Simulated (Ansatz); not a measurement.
Start from `[CH3][Ge]([CH3])([Cl])[Cl]` and change one atom or group to get `[CH3][Ge]([SH])([Cl])[Cl]`.

Ansatz, PBE0-D4/def2-TZVP geometries, multiplicity 1. Each molecule was computed in one conformer, which needn't be the lowest.

Scalar relativity is left out up to krypton.

```
                                        property  `[CH3][Ge]([CH3])([Cl])[Cl]`
            HOMO–LUMO gap (PBE0/def2-TZVPP) / eV                          8.51
  zero-point energy (PBE0-D4/def2-TZVP) / kJ/mol                         200.4
              HOMO energy (PBE0/def2-TZVPP) / eV                         -8.48
               HOMO energy (PBE/def2-TZVPP) / eV                         -7.16
         HOMO–LUMO gap (ωB97M-V/def2-TZVPP) / eV                         12.68
size of the dipole moment (B3LYP/def2-TZVPP) / D                          3.09
```

Task: Give the same properties after the change, and the shifts. (Best estimate.)

Result: The calculation gave: 
| property | `[CH3][Ge]([SH])([Cl])[Cl]` | shift |
| --- | --- | --- |
| HOMO–LUMO gap (PBE0/def2-TZVPP) / eV | 7.02 | -1.49 |
| zero-point energy (PBE0-D4/def2-TZVP) / kJ/mol | 129.0 | -71.4 |
| HOMO energy (PBE0/def2-TZVPP) / eV | -7.90 | 0.58 |
| HOMO energy (PBE/def2-TZVPP) / eV | -6.63 | 0.53 |
| HOMO–LUMO gap (ωB97M-V/def2-TZVPP) / eV | 11.25 | -1.43 |
| size of the dipole moment (B3LYP/def2-TZVPP) / D | 2.85 | -0.24 |

With PBE0 the HOMO rises by 0.58 eV and the LUMO falls by 0.91 eV, so the gap narrows by about 1.49 eV. PBE moves the HOMO by 0.53 eV and ωB97M-V by 0.57 eV. The zero-point energy changes by -71.4 kJ/mol with -6 modes. Dipoles are sizes alone; their direction can turn.

B3LYP here is the variant with VWN-RPA as its local correlation; programs differ in this.

Positive LUMOs are unbound, so they and the gaps depend on the basis.
